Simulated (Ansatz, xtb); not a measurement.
Isomers of C4H7FOS in order of energy

3 gas-phase structures of C4H7FOS, from a drawn sample of its isomers (lower ones may exist). Each was relaxed with GFN2-xTB; where two conformers were screened, the lower at r2SCAN-D4/def2-SVP//GFN2-xTB is listed:

A. `CS/C(F)=C(/C)O`, a singlet
B. `CS[C@@H](F)C(C)=O`, a singlet
C. `CS/C(F)=C(\C)O`, a singlet

**Question.** Which do you expect lowest at r2SCAN-D4/def2-SVP//GFN2-xTB, and how would the others follow?

**Answer.** Calculated order at r2SCAN-D4/def2-SVP//GFN2-xTB: B (0.0), C (50.0), A (51.9) kJ/mol. Less than 1 kcal/mol parts C and A, so the order within that pair means little.

Energies above the lowest of each column, in kJ/mol; the last columns are at r2SCAN-D4/def2-SVP geometries:

```json
{"structure": "B", "GFN2-xTB": "0.0", "HF/STO-3G": "0.0", "r2SCAN-D4/def2-SVP//GFN2-xTB": "0.0", "r2SCAN-D4/def2-SVP": "0.0", "CCSD(T)/def2-SVP + ΔMP2/def2-TZVPP": "0.0"}
{"structure": "C", "GFN2-xTB": "16.6", "HF/STO-3G": "31.3", "r2SCAN-D4/def2-SVP//GFN2-xTB": "50.0", "r2SCAN-D4/def2-SVP": "27.6", "CCSD(T)/def2-SVP + ΔMP2/def2-TZVPP": "29.0"}
{"structure": "A", "GFN2-xTB": "14.8", "HF/STO-3G": "35.0", "r2SCAN-D4/def2-SVP//GFN2-xTB": "51.9", "r2SCAN-D4/def2-SVP": "24.1", "CCSD(T)/def2-SVP + ΔMP2/def2-TZVPP": "29.5"}
```

Every level run on B puts it lowest or level with the lowest. Flexible structures stand in one conformer each, not always the lowest. ΔMP2 is the change of the MP2 energy from the smaller to the larger basis.

Programs: Ansatz 0.2.0, xtb 6.7.1.
